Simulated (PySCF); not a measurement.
# [Tm(CH3)2]+: from a saddle point downhill

PySCF 2.14.0, RKS PBE0, Tm lcecp-1-SVP with ECP58, C def2-SVP, H def2-SVP; non-relativistic Hamiltonian with scalar-relativistic core potentials where named; density fitting; no spin-orbit coupling. Relaxed within the symmetry of its start, the geometry (C2v) is

```xyz
9

Tm    0.0000    0.0000   -0.2256
C     1.7090    0.0000    1.2111
H     2.7087    0.0000    0.7381
H     1.6530    0.8842    1.8750
H     1.6530   -0.8842    1.8750
C    -1.7090    0.0000    1.2111
H    -2.7087    0.0000    0.7381
H    -1.6530   -0.8842    1.8750
H    -1.6530    0.8842    1.8750
```

and its lowest harmonic modes are -59, 47, 130, 381, 401, 414 cm⁻¹ (negative: unstable). It was moved along the lowest mode and relaxed again, within the group C2 that the move left.

Problem. Where does it end, and how much lower?

Solution. In C2, 0.001 eV lower, after 4 steps:
```xyz
9

Tm    0.0000    0.0000   -0.2221
C     1.7103   -0.0171    1.2121
H     2.6928    0.2075    0.7565
H     1.5319    0.7234    2.0150
H     1.7959   -1.0005    1.7138
C    -1.7103    0.0171    1.2121
H    -2.6928   -0.2075    0.7565
H    -1.5319   -0.7234    2.0150
H    -1.7959    1.0005    1.7138
```

Problem. How do the contacts change?

Solution. 
| contact | saddle (Å) | end (Å) |
| --- | --- | --- |
| Tm1–C2 (CH3) | 2.233 | 2.232 |
| Tm1–C6 (CH3) | 2.233 | 2.232 |


Problem. Is the end a minimum?

Solution. Yes; lowest modes 49, 63, 135, 382, 400, 416 cm⁻¹.

An lcecp potential fixes the number of 4f electrons, so in runs with it no electron can move into or out of that shell.

State: singlet in the valence, with the 4f electrons in the core potential.
